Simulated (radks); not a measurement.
Initial-state core-level shifts of the xenon ion Xe2+ when its valence configuration changes from [Kr] 4d10 5s2 5p4. All-electron calculation, Dirac Kohn-Sham, BLYP, spin-unpolarised, spherical densities, finite nucleus; open shells fill j = l - 1/2 first; Fermi nuclear charge, rms radius 4.7859 fm. Program: a radial shooting solver on a logarithmic mesh with Libxc functionals. Shifts are changes of the shell-averaged eigenvalues in eV (positive: less bound); the change of the density at the nucleus, which sets a Mossbauer isomer shift, is in e/bohr^3, on a base of 2.717e+05.

[
 {"valence": "4d10 5p6", "2s": "-2.940", "3p": "-2.973", "3d": "-2.973", "4s": "-2.892", "density at nucleus": "-191.47"},
 {"valence": "4d9 5s2 5p5", "2s": "-10.986", "3p": "-10.358", "3d": "-10.488", "4s": "-8.476", "density at nucleus": "+31.69"},
 {"valence": "4d9.5 5s2 5p4.5", "2s": "-5.460", "3p": "-5.157", "3d": "-5.220", "4s": "-4.243", "density at nucleus": "+15.71"},
 {"valence": "4d8 5s2 5p6", "2s": "-22.242", "3p": "-20.893", "3d": "-21.169", "4s": "-16.917", "density at nucleus": "+64.44"},
 {"valence": "4d10 5s1.5 5p4.5", "2s": "-0.748", "3p": "-0.756", "3d": "-0.756", "4s": "-0.736", "density at nucleus": "-46.66"},
 {"valence": "4d10 5s1 5p5", "2s": "-1.488", "3p": "-1.503", "3d": "-1.503", "4s": "-1.462", "density at nucleus": "-94.13"}
]
